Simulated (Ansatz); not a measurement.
Relaxation of CH6BFO (10 atoms, charge 0, multiplicity 1), to a largest force component of 0.03 eV/Å in at most 50 steps.

Level of theory: RKS LDA/6-31G* in Ansatz.

```xyz
10
Properties=species:S:1:pos:R:3
B 0.165 -0.403 -0.440
F -0.599 -0.342 1.957
H 1.075 0.383 -0.324
H -0.918 -0.136 -0.911
O 0.462 -1.702 -0.091
C -0.576 -2.661 -0.104
H -0.137 -3.661 -0.267
H -1.100 -2.640 0.871
H -1.316 -2.441 -0.899
H 0.234 -0.771 1.893
```

Q: Where does it end, and by what steps?

A: The forces met the threshold. The force dipped under the threshold on the way, but the program's further checks kept it going. After 14 steps the energy has fallen by 0.103 eV; F2 moved furthest, 0.34 Å.

```json
{"step": "0", "energy less start (eV)": "0.0000", "largest force component (eV/Å)": "1.042", "accepted": "yes"}
{"step": "1", "energy less start (eV)": "-0.0681", "largest force component (eV/Å)": "0.355", "accepted": "yes"}
{"step": "2", "energy less start (eV)": "-0.0801", "largest force component (eV/Å)": "0.726", "accepted": "yes"}
{"step": "3", "energy less start (eV)": "-0.0975", "largest force component (eV/Å)": "0.203", "accepted": "yes"}
{"step": "4", "energy less start (eV)": "-0.0975", "largest force component (eV/Å)": "0.128", "accepted": "no"}
{"step": "5", "energy less start (eV)": "-0.0993", "largest force component (eV/Å)": "0.037", "accepted": "yes"}
{"step": "6", "energy less start (eV)": "-0.0995", "largest force component (eV/Å)": "0.029", "accepted": "yes"}
{"step": "7", "energy less start (eV)": "-0.1001", "largest force component (eV/Å)": "0.036", "accepted": "yes"}
{"step": "8", "energy less start (eV)": "-0.0995", "largest force component (eV/Å)": "0.309", "accepted": "no"}
{"step": "9", "energy less start (eV)": "-0.1012", "largest force component (eV/Å)": "0.041", "accepted": "yes"}
{"step": "10", "energy less start (eV)": "-0.1009", "largest force component (eV/Å)": "0.288", "accepted": "no"}
{"step": "11", "energy less start (eV)": "-0.1021", "largest force component (eV/Å)": "0.016", "accepted": "yes"}
{"step": "12", "energy less start (eV)": "-0.1015", "largest force component (eV/Å)": "0.095", "accepted": "no"}
{"step": "13", "energy less start (eV)": "-0.1024", "largest force component (eV/Å)": "0.013", "accepted": "yes"}
{"step": "14", "energy less start (eV)": "-0.1025", "largest force component (eV/Å)": "0.022", "accepted": "yes"}
```

```xyz
10
Properties=species:S:1:pos:R:3
B 0.126 -0.381 -0.287
F -0.414 -0.137 1.767
H 1.054 0.386 -0.238
H -0.923 -0.149 -0.845
O 0.418 -1.680 0.068
C -0.581 -2.675 -0.072
H -0.091 -3.639 -0.292
H -1.160 -2.771 0.868
H -1.281 -2.414 -0.888
H 0.143 -0.914 1.605
```

Whether the end is a true minimum wasn't checked by a vibrational analysis.

Time of the run: 24 s on 1 thread of Intel(R) Xeon(R) Platinum 8259CL CPU @ 2.50GHz (Skylake/Cascade Lake) (shared host), peak memory 0.17 GiB.
